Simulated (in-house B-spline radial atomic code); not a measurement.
Inner levels of bismuth as electrons are removed. A shift is the extra binding of the orbital against the neutral atom ([Xe] 4f14 5d10 6s2 6p3). Computed with a radial B-spline atomic code at the basis-set limit: non-relativistic Hartree-Fock, average of the configuration, point nuclei.

This level leaves out relativity, spin-orbit splitting included, which matters for heavy ions.

```csv
ion,configuration,shift of 2s (eV),shift of 3d (eV),shift of 1s (eV),radius of 2s (bohr),radius of 3d (bohr),radius of 1s (bohr),Σ<r²> (bohr²),change of density at nucleus (bohr⁻³)
Bi35+,[Kr] 4d10 4f2,1362.73,1350.79,1354.9,0.076609,0.1582,0.018233,3.9696,3.447
Bi36+,[Kr] 4d10 4f1,1438.29,1425.5,1428.58,0.076612,0.15805,0.018233,3.7817,49.534
Bi37+,[Kr] 4d10,1515.32,1501.55,1503.68,0.076615,0.15789,0.018233,3.6008,97.161
Bi38+,[Kr] 4d9,1594.88,1575.46,1585.04,0.076605,0.15792,0.018233,3.4056,157.48
Bi39+,[Kr] 4d8,1675.52,1650.28,1667.57,0.076595,0.15774,0.018233,3.2153,219.11
Bi40+,[Kr] 4d7,1757.24,1725.99,1751.26,0.076584,0.15755,0.018233,3.0296,282.05
Bi41+,[Kr] 4d6,1840.03,1802.59,1836.12,0.076573,0.15736,0.018233,2.8485,346.32
Bi42+,[Kr] 4d5,1923.89,1880.07,1922.15,0.076562,0.15717,0.018233,2.6717,411.9
Bi43+,[Kr] 4d4,2008.83,1958.43,2009.34,0.07655,0.15697,0.018233,2.4991,478.78
Bi44+,[Kr] 4d3,?,?,?,?,?,?,?,?
Bi45+,[Kr] 4d2,2181.89,2117.78,2187.21,0.076525,0.15655,0.018233,2.1661,616.52
Bi46+,[Kr] 4d1,2270.02,2198.77,2277.88,0.076512,0.15634,0.018233,2.0054,687.38
Bi47+,[Ar] 3d10 4s2 4p6,2359.21,2280.63,2369.72,0.076499,0.15612,0.018234,1.8485,759.55
Bi48+,[Ar] 3d10 4s2 4p5,2445.78,2360.48,2463.75,0.076483,0.15593,0.018233,1.6861,836.78
Bi49+,[Ar] 3d10 4s2 4p4,?,?,?,?,?,?,?,?
Bi50+,[Ar] 3d10 4s2 4p3,2621.34,2522.16,2654.78,0.07645,0.15553,0.018232,1.3699,994.71
Bi51+,[Ar] 3d10 4s2 4p2,2710.33,2603.99,2751.77,0.076433,0.15533,0.018232,1.216,1075.45
Bi52+,[Ar] 3d10 4s2 4p1,2800.11,2686.48,2849.75,0.076416,0.15512,0.018231,1.0648,1157.37
Bi53+,[Ar] 3d10 4s2,?,?,?,?,?,?,?,?
Bi54+,[Ar] 3d10 4s1,2978.48,2852.04,3044.37,0.076394,0.15472,0.01823,0.76662,-363.23
Bi55+,[Ar] 3d10,3066.96,2935.05,3140.9,0.076388,0.15453,0.01823,0.61941,-2001.35
```

Task: Fill in the row of Bi44+.

Result: shift of 2s (eV): 2094.83; shift of 3d (eV): 2037.67; shift of 1s (eV): 2097.69; radius of 2s (bohr): 0.076538; radius of 3d (bohr): 0.15676; radius of 1s (bohr): 0.018233; Σ<r²> (bohr²): 2.3306; change of density at nucleus (bohr⁻³): 547.

Task: Fill in the row of Bi49+.

Result: shift of 2s (eV): 2533.16; shift of 3d (eV): 2440.99; shift of 1s (eV): 2558.77; radius of 2s (bohr): 0.076467; radius of 3d (bohr): 0.15573; radius of 1s (bohr): 0.018233; Σ<r²> (bohr²): 1.5266; change of density at nucleus (bohr⁻³): 915.15.

Task: Fill in the row of Bi53+.

Result: shift of 2s (eV): 2890.7; shift of 3d (eV): 2769.63; shift of 1s (eV): 2948.7; radius of 2s (bohr): 0.076399; radius of 3d (bohr): 0.15492; radius of 1s (bohr): 0.018231; Σ<r²> (bohr²): 0.91621; change of density at nucleus (bohr⁻³): 1240.46.
